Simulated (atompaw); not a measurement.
# LDA (PW92) PAW (atompaw) dataset for Pt, scalar-relativistic all-electron reference.

atompaw 4.2.0.5 input, output lines left out:

```
Pt 78
LDA-PW scalarrelativistic loggrid 2001 logderivrange -6 5 276
6 6 5 4 0 0
6 0 1
6 1 0
5 2 9
0 0 0
c
c
c
c
c
v
c
c
c
v
v
c
c
v
c
2
2.50 2.45 2.10 2.30
y
2.4
n
n
y
0.05
n
custom polynom2 7 10 vanderbiltortho sinc
bessel
2.50
2.50
1.45
2.50
2.50
1.55
```

All-electron outer shells of the reference configuration (LDA (PW92), scalar-relativistic, ld1.x):

| shell | level (eV) | outermost node (bohr) | outermost maximum (bohr) |
| --- | --- | --- | --- |
| 5s | -102.20 | 0.49 | 0.87 |
| 4f | -70.50 | – | 0.38 |
| 5p | -56.29 | 0.53 | 0.98 |
| 5d | -6.38 | 0.57 | 1.26 |
| 6s | -5.96 | 1.14 | 2.38 |
| 6p | -0.96 | 1.36 | 3.55 |

Calculated quality:

```json
{
  "Cutoffs needed": "70 Ry and 230 Ry (the cutoffs (Ry, on a coarse ladder) from which the occupation-weighted sum of valence levels, in a spherical-Bessel basis at the reference potential, stays within 10 and 1 mRy of its value at 400 Ry)",
  "Ghost test": "no extra level below or beside the all-electron valence levels (s, p, d, f tested) (spherical-Bessel basis up to 400 Ry, 20 bohr box)",
  "Lowest eigenvalue of the overlap operator": "0.03 (d channel)",
  "Overlap eigenvalues printed by atompaw (projector basis)": "0.000257, 0.0253, 0.658, 17, 26.9, 145",
  "Share of each valence orbital outside the PAW sphere": "6s 60 %, 5p 0 %, 6p 90 %, 5d 14 %"
}
```

Generation and tests took about 14 s on one core of a shared server CPU.
